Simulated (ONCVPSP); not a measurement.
# Scattering properties, ONCV potential for H (Z = 1)

ONCVPSP 4.0.1 input, shortened (lines: element, Z, core and valence counts, functional; n l f; lmax; l rc ep ncon nbas qcut; lloc lpopt rc5 dvloc0; l nproj debl; icmod fcfact rcfact), PBE, scalar-relativistic:

```
  H 1.00    0    1        4      upf
    1    0    0.75
    0
    0    1.05    0.00    5    8    5.90
    4    3    0.95    1.00
    0    1    3.60
    0    0.00    0.00
```

The phase is arctan(r·R′/R) of the radial function R(r), unwrapped; energies in Ha, scanned from -2 to 5 Ha. A pole is an energy at which the radial function vanishes at the test radius. The pseudo phase is shifted by a multiple of π to meet the all-electron one at the reference energy, and phase errors are pseudo minus all-electron; the curves can meet again beyond the range given. Levels narrower than the energy grid can be missing from the lists of poles.

Task: For each channel, where are the poles, and over which energies does the pseudopotential scatter like the atom?

Result:

```json
{"channel": "s", "radius (bohr)": "1.06", "reference energy (Ha)": "-0.35", "poles, all-electron": "2.05", "poles, pseudo": "2.10", "unbroken range about the reference energy with phases within 0.05 rad": "below 4.2", "phase error 1 Ha above the reference energy (rad)": "+0.002"}
```

Phases in the s channel:

```tsv
E (Ha)	all-electron	pseudo
-1.98	0.469	0.472
-1.80	0.362	0.365
-1.62	0.238	0.241
-1.44	0.097	0.100
-1.26	-0.058	-0.056
-1.08	-0.222	-0.220
-0.90	-0.386	-0.385
-0.72	-0.544	-0.544
-0.54	-0.689	-0.689
-0.36	-0.818	-0.818
-0.18	-0.930	-0.930
0.00	-1.026	-1.026
0.18	-1.110	-1.109
0.36	-1.181	-1.181
0.54	-1.244	-1.242
0.72	-1.299	-1.297
0.90	-1.347	-1.345
1.08	-1.391	-1.387
1.26	-1.430	-1.426
1.44	-1.466	-1.461
1.62	-1.499	-1.494
1.80	-1.530	-1.524
1.98	-1.560	-1.552
2.16	-1.588	-1.579
2.34	-1.615	-1.605
2.52	-1.642	-1.631
2.70	-1.669	-1.655
2.88	-1.695	-1.680
3.06	-1.723	-1.705
3.24	-1.750	-1.730
3.42	-1.780	-1.756
3.60	-1.810	-1.782
3.78	-1.843	-1.810
3.96	-1.879	-1.840
4.14	-1.917	-1.871
4.32	-1.960	-1.906
4.50	-2.009	-1.943
4.68	-2.064	-1.985
4.86	-2.128	-2.031
```
